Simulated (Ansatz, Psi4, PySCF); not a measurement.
CH5O, charge +1, singlet, geometry from GFN2-xTB. Base run: HF/def2-SVPD run with PySCF.

Geometry (Å):
```xyz
7

C     -0.0193     0.7511     0.0009
O     -0.0195    -0.7100     0.0731
H     -1.0539     1.0848     0.0621
H      0.8996    -1.0560     0.0662
H      0.5255     1.1244     0.8667
H      0.4399     1.1124    -0.9182
H     -0.5397    -1.0921    -0.6670
```
Charge +1, spin multiplicity 1.
All else is at PySCF's defaults.

The same geometry, method and basis name were run in Ansatz (an electronic-structure program) and Psi4 and PySCF, at each program's defaults and at the settings that a row names. The base is PySCF at its defaults. Differences at the defaults can come from grids, fitting, cores and function types together.

| code and settings | ΔE vs base (µEh) | basis functions | E (Eh) | SCF cycles |
|---|---|---|---|---|
| PySCF, defaults (exact integrals, spherical functions) | 0.0 | 83 | -115.26567 | 9 |
| Psi4, defaults (density fitting with its default set, spherical functions) | 49.0 | 83 | -115.26562 | 8 |
| Ansatz, defaults (factorised integrals, spherical functions) | 7.0 | 83 | -115.26566 | - |
| PySCF, density fitting with def2-universal-jkfit | 49.0 | 83 | -115.26562 | 9 |
| Psi4, exact integrals, spherical functions | 0.0 | 83 | -115.26567 | 11 |
| Ansatz, high accuracy | 0.0 | 83 | -115.26567 | - |
